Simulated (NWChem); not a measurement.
System: SiHF, singlet; SMILES F[SiH]

```xyz
3

Si     0.0944     0.5818     0.0000
H     -1.4376     0.7949     0.0000
F      0.0624    -1.0533     0.0000
```
Atoms are numbered in this order, from 1.

All runs: NWChem. Geometry optimised at PBE0/def2-SVP; all other runs use it. Low-valent species are run as closed-shell singlets; no triplet was tried in these runs.

| quantity | level | value |
|---|---|---|
| vertical, lowest state with f > 0.02, singlet (eV) | PBE/def2-SVPD, TDA | 2.96 |
| anisotropy (bohr³), static | PBE/def2-SVPD | ? |
| dipole in solution (D) in n-hexane | PBE0/def2-SVP, SMD | ? |
| −ε(HOMO) (eV) | PBE/def2-SVP | ? |
| dipole (D) | PBE0/def2-SVP | 1.03 |
| highest harmonic frequency (cm⁻¹) | PBE0/def2-SVP | 1986 |

**Question.** Complete the blanks.

**Answer.** 
- anisotropy (bohr³), static, value: 6.3
- dipole in solution (D) in n-hexane, value: 1.12
- −ε(HOMO) (eV), value: 5.74
